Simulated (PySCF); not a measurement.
# Electron correlation in Si (silicon, neutral)

[Ne] 3s2 3p2, high-spin 3P determinant. Computed with PySCF 2.14 in aug-cc-pCVQZ-DK, with the spin-free X2C one-electron Hamiltonian (Gaussian nucleus). Frozen: [Ne]; 4 electrons correlated.

MP2 pair energies summed by pair of shells (mhartree):

| pair | energy | share (%) |
| --- | --- | --- |
| 3s-3p | -37.05 | 61.2 |
| 3s-3s | -17.51 | 28.9 |
| 3p-3p | -6.00 | 9.9 |

Total MP2 correlation energy: -60.56 mhartree.

Same-spin part -10.35 and opposite-spin part -50.21 mhartree; SCS-MP2 scales them by 1/3 and 6/5 to -63.70 mhartree.
